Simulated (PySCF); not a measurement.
CH2N (SMILES C#[NH+]), charge +1, singlet, geometry from GFN2-xTB; PySCF with MP2/def2-SV(P).

Here is a job for PySCF.
```python
from pyscf import gto, scf, mp

mol = gto.Mole()
mol.atom = '''
    C    -0.00000000   -0.00000000   -0.60033820
    N     0.00000000    0.00000000    0.53266727
    H    -0.00000000   -0.00000000   -1.67488159
    H     0.00000000    0.00000000    1.54823991
'''
mol.basis = 'def2-sv(p)'
mol.charge = 1
mol.verbose = 4
mol.build()

mf = scf.RHF(mol)
mf.kernel()

pt = mp.MP2(mf, frozen=2)
pt.kernel()
print('E(MP2) = %.10f' % pt.e_tot)
mf.analyze()
```

Problem. What does PySCF print? Leave out banner, timings and long lists.

Solution. 
```
PySCF version 2.14.0

[INPUT] verbose = 4
[INPUT] num. atoms = 4
[INPUT] num. electrons = 14
[INPUT] charge = 1
[INPUT] spin (= nelec alpha-beta = 2S) = 0
[INPUT] symmetry False subgroup None
[INPUT] Mole.unit = angstrom
[INPUT] Symbol           X                Y                Z      unit          X                Y                Z       unit  Magmom
[...]
nuclear repulsion = 29.5385226988316
number of shells = 16
number of NR pGTOs = 56
number of NR cGTOs = 32
basis = def2-sv(p)
ecp = {}

******** <class 'pyscf.scf.hf.RHF'> ********
method = RHF
initial guess = minao
damping factor = 0
level_shift factor = 0
DIIS = <class 'pyscf.scf.diis.CDIIS'>
diis_start_cycle = 1
diis_space = 8
diis_damp = 0
SCF conv_tol = 1e-09
SCF conv_tol_grad = None
SCF max_cycles = 50
direct_scf = True
direct_scf_tol = 1e-13
Set gradient conv threshold to 3.16228e-05
Initial guess from minao.
init E= -93.6414924468381
[...]
cycle= 1 E= -93.023489577265  delta_E= 0.618  |g|= 0.401  |ddm|= 1.86
[...]
cycle= 2 E= -93.0742621027317  delta_E= -0.0508  |g|= 0.121  |ddm|= 0.459
[...]
cycle= 3 E= -93.0777705759816  delta_E= -0.00351  |g|= 0.0485  |ddm|= 0.183
[...]
cycle= 4 E= -93.0782728208161  delta_E= -0.000502  |g|= 0.0187  |ddm|= 0.0476
[...]
cycle= 5 E= -93.0783499826115  delta_E= -7.72e-05  |g|= 0.00121  |ddm|= 0.0165
[...]
cycle= 6 E= -93.078350569081  delta_E= -5.86e-07  |g|= 0.000328  |ddm|= 0.00179
[...]
cycle= 7 E= -93.0783506018597  delta_E= -3.28e-08  |g|= 4.98e-05  |ddm|= 0.000363
[...]
cycle= 8 E= -93.0783506026577  delta_E= -7.98e-10  |g|= 7.16e-06  |ddm|= 7.33e-05
[...]
Extra cycle  E= -93.0783506026694  delta_E= -1.17e-11  |g|= 2.95e-06  |ddm|= 8.67e-06
converged SCF energy = -93.0783506026694

******** <class 'pyscf.mp.mp2.RMP2'> ********
nocc = 5, nmo = 30
frozen orbitals 2
E(RMP2) = -93.3500543945425  E_corr = -0.271703791873091
E(SCS-RMP2) = -93.3457809944885  E_corr = -0.267430391819056
E_corr(same-spin) = -0.0676317212638307
E_corr(oppo-spin) = -0.204072070609261
E(MP2) = -93.3500543945
**** SCF Summaries ****
Total Energy =                         -93.078350602669403
Nuclear Repulsion Energy =              29.538522698831638
One-electron Energy =                 -178.926418601022988
Two-electron Energy =                   56.309545299521950
Two-electron Coulomb Energy =           68.433374829266697
DFT Exchange-Correlation Energy =      -12.123829529744746
HOMO-LUMO gap [eV] =                    19.758840458717049
**** MO energy ****
[...]
 ** Mulliken pop on meta-lowdin orthogonal AOs  **
 ** Mulliken pop  **
[...]
 ** Mulliken atomic charges  **
charge of    0C =      0.38476
charge of    1N =     -0.00664
charge of    2H =      0.25642
charge of    3H =      0.36546

WARN: System has nonzero charge 1; the dipole moment is origin-dependent.
Location of origin: [0. 0. 0.]

Dipole moment(X, Y, Z, Debye):  0.00000,  0.00000, -0.61393
```
